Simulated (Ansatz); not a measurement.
In₈Sb₈H₂₂, a nanocrystal cut from wurtzite InSb (hydrogen-capped), relaxed as a singlet with RKS PBE-D4/def2-SVP in Ansatz, starting from a model built from a lattice or polyhedron. Force threshold 0.03 eV/Å.

In the def2 sets In, Sb take a core potential; there is no spin–orbit coupling. Single mean-field runs in def2-SVP are fitted with def2-universal-jkfit.

Start:

```xyz
38

In   -2.246    0.331    4.633
Sb    0.169   -1.037    5.052
Sb   -2.637    0.715    1.885
In   -0.508    2.185    0.832
In    1.355   -1.590    2.592
Sb    1.881    0.798    1.249
Sb   -0.905    2.576   -1.916
In    1.242    4.043   -2.998
In    3.106    0.289   -1.194
Sb    3.632    2.662   -2.565
In   -2.799   -1.810    0.633
Sb   -0.380   -3.206    1.028
Sb   -3.171   -1.406   -2.108
In   -1.052    0.073   -3.178
In    0.827   -3.725   -1.422
Sb    1.355   -1.317   -2.777
H    -2.168    1.876    5.422
H    -3.572   -0.566    5.291
H     1.216   -0.105    6.032
H    -0.181   -2.523    5.902
H    -4.132    1.569    1.629
H    -0.430    3.759    1.618
H     2.824   -2.456    2.834
H     2.947    1.765    2.183
H    -2.372    3.426   -2.187
H     1.277    5.595   -2.191
H     0.987    4.275   -4.680
H     4.562   -0.603   -0.942
H     4.673    3.615   -1.623
H     4.371    2.316   -4.085
H    -4.107   -2.715    1.272
H    -0.725   -4.631    1.838
H    -4.663   -0.549   -2.394
H    -3.246   -2.954   -2.903
H    -1.268    0.293   -4.908
H     2.295   -4.582   -1.167
H    -0.266   -4.719   -2.400
H     2.110   -1.667   -4.287
```

| step | energy (eV) | largest force component (eV/Å) | SCF passes |
| --- | --- | --- | --- |
| 1 | -94054.8967 | 1.105 | 18 |
| 2 | -94056.3819 | 0.552 | 23 |
| 3 | -94056.6814 | 0.292 | 20 |
| 4 | -94056.7763 | 0.101 | 20 |
| 5 | -94056.8023 | 0.099 | 18 |
| 6 | -94056.8065 | 0.065 | 19 |
| 7 | -94056.8157 | 0.044 | 19 |
| 8 | -94056.8205 | 0.068 | 18 |
| 9 | -94056.8232 | 0.043 | 19 |
| 10 | -94056.8243 | 0.040 | 20 |
| 11 | -94056.8248 | 0.042 | 20 |
| 12 | -94056.8252 | 0.030 | 20 |
| 13 | -94056.8254 | 0.015 | 20 |
| 14 | -94056.8257 | 0.013 | 14 |
| 15 | -94056.8252 | 0.025 | 18 |

Force components are those of the run's own axes.

End:

```xyz
38

In   -2.610    0.572    4.846
Sb   -0.071   -0.928    4.889
Sb   -2.554    0.607    1.956
In   -0.518    2.283    0.872
In    1.592   -1.741    2.678
Sb    1.848    0.668    1.166
Sb   -0.768    2.509   -1.959
In    1.029    4.446   -3.131
In    3.360    0.141   -1.198
Sb    3.324    2.686   -2.553
In   -2.776   -2.003    0.845
Sb   -0.179   -3.163    0.962
Sb   -2.911   -1.304   -1.960
In   -0.828    0.072   -3.426
In    0.735   -4.075   -1.643
Sb    1.450   -1.427   -2.612
H    -2.204    2.144    5.461
H    -3.804   -0.569    5.383
H     1.027   -0.185    5.987
H    -0.262   -2.360    5.825
H    -4.008    1.368    1.427
H    -0.358    3.816    1.691
H     3.068   -2.530    3.161
H     2.910    1.632    2.120
H    -2.370    3.111   -2.162
H     1.224    5.793   -2.055
H     0.867    4.406   -4.859
H     4.958   -0.518   -0.982
H     4.569    3.589   -1.780
H     4.219    2.411   -3.996
H    -4.130   -2.972    1.354
H    -0.486   -4.599    1.864
H    -4.292   -0.286   -2.095
H    -3.557   -2.603   -2.886
H    -1.175    0.176   -5.129
H     2.177   -5.018   -1.443
H    -0.737   -4.455   -2.499
H     2.241   -1.693   -4.119
```

By distances, no bond broke or formed. The bond that changes most is In8–Sb10, from 2.79 to 2.95 Å (atoms count from 1).

The force fell under the threshold at step 13, but the optimiser went on. No frequencies were taken in this run, so the end may be a saddle point.

Run time 82 s (2 threads of AMD EPYC 7R13 on a shared host and a share (18 GiB) of an NVIDIA H100 80GB HBM3), peak host memory 1.2 GiB.
